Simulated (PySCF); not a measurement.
H2O2S2, SMILES OSSO. Atoms are numbered in the order given.

```xyz
6

O      1.8568     0.4196    -0.6945
S      0.9207    -0.4141     0.4427
S     -0.9207     0.4141     0.4427
O     -1.8568    -0.4196    -0.6945
H      1.7944    -0.0745    -1.5273
H     -1.7944     0.0745    -1.5273
```
Charge 0, spin multiplicity 1.

Geometry: B3LYP-D3(BJ)/def2-SVP. One conformer was computed; it need not be the lowest.

Calculation: B3LYP/pcSseg-2 in PySCF.

GIAO shieldings, no solvent; atoms alike by connectivity are averaged. δ = σ(ref) − σ: ¹⁷O against H2O (σ = 325.5 ppm); ³³S against H2S (σ = 688.9 ppm); ¹H against TMS (σ = 31.68 ppm), references at their B3LYP-D3(BJ)/def2-TZVP geometries, non-relativistic.

Computed chemical shifts:
```tsv
nucleus	atoms	count	δ (ppm)
¹⁷O	O1, O4	2	78.5
³³S	S2, S3	2	823.2
¹H	H5, H6	2	3.64
```
